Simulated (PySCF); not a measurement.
Compound: W(NH)2(CH2SiH3)2, C2H12N2Si2W (singlet state).
Structure used (PBE0-D3(BJ)/def2-SVP), in Å, numbered top down from 1:
```xyz
19
C2H12N2Si2W angstrom
W      0.1849   -0.0011    0.1107
N      0.0924   -0.0063    1.8592
H      0.4792   -0.0073    2.7982
N      1.8225   -0.0015   -0.5045
H      2.8347   -0.0010   -0.4247
C     -0.7295    1.7838   -0.5641
Si     0.0027    3.4123    0.0243
H     -0.6917    1.7647   -1.6703
H     -1.7881    1.7450   -0.2421
H     -0.1129    3.5279    1.5095
H      1.4449    3.5082   -0.3551
H     -0.7117    4.5790   -0.5888
C     -0.7406   -1.7755   -0.5751
Si    -0.0566   -3.4167    0.0362
H     -1.8035   -1.7161   -0.2697
H     -0.6877   -1.7629   -1.6805
H      1.4018   -3.5307   -0.2698
H     -0.2491   -3.5394    1.5128
H     -0.7545   -4.5688   -0.6216
```

Method: PySCF, PBE0-D3(BJ)/def2-SVP geometry optimisation, gas phase, def2 core potentials past Kr.

Problem. Which atoms are bound to W1, and at what distances?

Solution. 4 atoms: N4 1.749 Å, N2 1.751 Å, C13 2.115 Å, C6 2.116 Å. The nearest atom not counted as bound is H15, at 2.65 Å (others tie with it).

Problem. List the angles at W1.

Solution. 
| angle | degrees | distance of the outer atoms (Å) |
| --- | --- | --- |
| C6–W1–C13 | 114.5 | 3.56 |
| N2–W1–N4 | 113.6 | 2.93 |
| N2–W1–C6 | 107.3 | 3.12 |
| N2–W1–C13 | 107.3 | 3.12 |
| N4–W1–C13 | 107.2 | 3.12 |
| N4–W1–C6 | 107.0 | 3.12 |

Problem. What is the shape at W1?

Solution. Distorted tetrahedral: angles from 107.0° to 114.5°; τ4 = (360° − α − β)/141° = 0.94 with α and β the two widest (0 for a square, 1 for a tetrahedron).

Problem. What are the other bond lengths?

Solution. N2–H3, N4–H5 1.015 Å; C6–Si7, C13–Si14 1.880 Å; C6–H8 and 3 like bonds 1.107 Å; Si7–H10 and 5 like bonds 1.496 Å.

Problem. Give some angles away from the centre.

Solution. W1–C6–Si7 117.6°.

Point group: near Cs, missed by 0.09 Å at most; the miss may be what the optimiser left on a soft mode. Charge 0, singlet. PBE0-D3(BJ)/def2-SVP frequencies: not computed here.
